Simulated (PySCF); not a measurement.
PySCF 2.14 output of an unrestricted r2SCANh calculation on a single atom or ion in aug-cc-pwCVTZ-PP with ECP60MDF, with a scalar-relativistic core potential:

```
SCF conv_tol = 1e-09
number electrons alpha = 11  beta = 10
    M. Bursch, H. Neugebauer, S. Ehlert, and S. Grimme.,  J. Chem. Phys. 156, 134105 (2022)
cycle= 1 E= -192.417723957302  delta_E= -0.00804  |g|= 0.0105  |ddm|= 0.709
cycle= 2 E= -192.417870693633  delta_E= -0.000147  |g|= 0.00352  |ddm|= 0.322
cycle= 3 E= -192.417879330719  delta_E= -8.64e-06  |g|= 0.00203  |ddm|= 0.0925
cycle= 4 E= -192.417880674899  delta_E= -1.34e-06  |g|= 0.000107  |ddm|= 0.0313
cycle= 5 E= -192.417880687944  delta_E= -1.3e-08  |g|= 1.26e-05  |ddm|= 0.00469
cycle= 6 E= -192.417880688126  delta_E= -1.82e-10  |g|= 7.91e-07  |ddm|= 0.00063
converged SCF energy = -192.417880688126  <S^2> = 0.75014189  2S+1 = 2.0001419
```

The run itself started from symmetry-adapted Hartree-Fock orbitals and held the occupation by maximum overlap, on a logarithmic radial grid, so the iterations belong to that start.

Question: Which element, charge and spin multiplicity is this?

Answer: Pb⁺ (lead, charge +1), multiplicity 2; the state was [Xe] 4f14 5d10 6s2 7s1, 2S determinant (an excited configuration).

Energies and moments cover only the electrons outside the core potential. Spin-orbit coupling, which splits the p, d and f shells strongly at this Z, is absent. The outer electron is Rydberg-like, and this basis confines it to a smaller radius and binds it less than a complete one would.
